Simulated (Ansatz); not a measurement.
Ansatz (a program for electronic structure) input (RPA@PBE/cc-pV(Q+d)Z):
A basis named .json is the Basis Set Exchange file of that set.

Ansatz 0.2 input:
```yaml
crystal:
  periodic: [false, false, false]
  atoms:
    - {symbol: C, position_ang: [-2.15981151, 0.73280831, -0.13406362]}
    - {symbol: C, position_ang: [-1.28937527, -0.15323479, 0.37829615]}
    - {symbol: C, position_ang: [-0.14420842, -0.74264927, -0.44118477]}
    - {symbol: Si, position_ang: [1.44674874, 0.12105952, 0.02599268]}
    - {symbol: H, position_ang: [-2.88126520, 1.03651783, 0.65544368]}
    - {symbol: H, position_ang: [-1.26814065, -0.51685063, 1.42476038]}
    - {symbol: H, position_ang: [-0.02924374, -1.82731337, -0.30039487]}
    - {symbol: H, position_ang: [-0.34555870, -0.55464709, -1.50104512]}
    - {symbol: H, position_ang: [2.68590996, -0.46749292, -0.59785353]}
    - {symbol: H, position_ang: [1.44380821, 1.55611103, -0.35843126]}
    - {symbol: H, position_ang: [1.70037909, 0.05729622, 1.49533663]}
basis:
  gaussian:
    orbitals: cc-pV_Q+d_Z.json
hamiltonian:
  xc: pbe
total_charge: -1
magnetization: {spin_polarized: false}
correlation: {method: rpa, electrons: outside_noble_gas}
```

End of the output:

```
integrals: 2.64 GiB planned
2564 factors; integrals over basis functions are off by at most 1.1e-3 eV
0.66 GiB of the device are held for the grids
3.64 GiB of device memory are held for the factors and their scratch space
mean field: 4.57 GiB planned
mean field evaluation 1: about -11084.4036 eV, gradient 5.8e1 eV
mean field evaluation 2: about -11084.3993 eV, gradient 5.8e1 eV
mean field evaluation 4: about -11090.8539 eV, gradient 2.8e1 eV
mean field evaluation 8: about -11093.7232 eV, gradient 6.0e-1 eV
mean field evaluation 16: about -11093.7238 eV, gradient 8.5e-4 eV
mean field evaluation 32: about -11044.1320 eV, gradient 7.2e1 eV
mean field -11093.72383314 eV, -407.6868312717 hartree, gradient 5.9e-6 eV, S^2 0.000000; 0 other end points of the search recorded, 0 dependent functions left out
8 core orbitals not correlated
reference -11061.93252085 eV, -406.5185220941 hartree; 12, 12 occupied and 419, 419 virtual orbitals, 2564 factors
Total energy: -11094.64333088 eV, -407.7206221906 hartree
```

It need not be the lowest isomer of its formula. Whether it binds its extra electron was not tested at this geometry.
